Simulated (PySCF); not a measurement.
The numbers are results of CAM-B3LYP-D3(BJ)/def2-TZVP run with PySCF, not measurements. Gas-phase values, no solvent. One relaxed conformer stands for a flexible species; it need not be the lowest. Excitations are Tamm–Dancoff values on a coarser integration grid. The basis has no diffuse functions, so Rydberg states are missing or too high.

Reference species (SMILES): `[F][Sn]([F])([F])[F]` (neutral, multiplicity 1).

```yaml
HOMO–LUMO gap: 11.41 eV
brightest of the four lowest singlets (TDA): 7.61 eV
```

Changed species: `[NH2][Sn]([NH2])([F])[F]` (2 of 4 F replaced by NH2; the reference has 0 of 4 F replaced by NH2).

### Question
Predict the effect on the HOMO–LUMO gap and brightest of the four lowest singlets (TDA).

### Answer
the HOMO–LUMO gap falls by 2.16 eV, to 9.25 eV; the brightest of the four lowest singlets (TDA) rises by 0.12 eV, to 7.73 eV.
